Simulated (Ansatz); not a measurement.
`B[SiH2]OCC`. Total charge 0; spin multiplicity 1. Geometry: relaxed with PBE0-D4/def2-TZVP. It is one conformer, not always the lowest.

```xyz
14

B    -2.013   -1.242   -1.214
Si   -0.321   -0.257   -1.649
O     0.316    0.656   -0.432
C     0.720    0.090    0.798
C     1.119    1.190    1.749
H    -2.483   -1.327   -0.117
H    -2.593   -1.806   -2.097
H    -0.536    0.686   -2.779
H     0.666   -1.299   -2.088
H     1.565   -0.593    0.632
H    -0.099   -0.504    1.228
H     1.939    1.776    1.331
H     1.443    0.769    2.704
H     0.277    1.860    1.933
```

What is the dipole moment at B3LYP/def2-TZVPP? (An estimate is asked.)

Ansatz gave: 1.18 D, with components (-0.05, -0.70, 0.94) D in this frame, pointing from negative to positive charge.

And with PBE, r2SCAN, ωB97M-V? (Best estimate.)

Ansatz gave: PBE 1.08 D, r2SCAN 1.14 D, ωB97M-V 1.20 D.

Give the Mulliken charges with B3LYP, r2SCAN, ωB97M-V in def2-TZVPP. (Estimate.)

The calculation gave: 
```csv
atom,B3LYP,r2SCAN,ωB97M-V
B1,-0.08,-0.05,-0.18
Si2,0.35,0.40,0.28
O3,-0.38,-0.39,-0.37
C4,0.04,0.12,-0.02
C5,-0.23,-0.13,-0.29
H6,0.06,0.02,0.09
H7,0.05,0.01,0.09
H8,-0.08,-0.08,-0.03
H9,-0.10,-0.10,-0.05
H10,0.08,0.04,0.10
H11,0.07,0.03,0.09
H12,0.08,0.05,0.11
H13,0.07,0.03,0.09
H14,0.08,0.04,0.10
```

B3LYP here is the variant with VWN-RPA as its local correlation; programs differ in this.
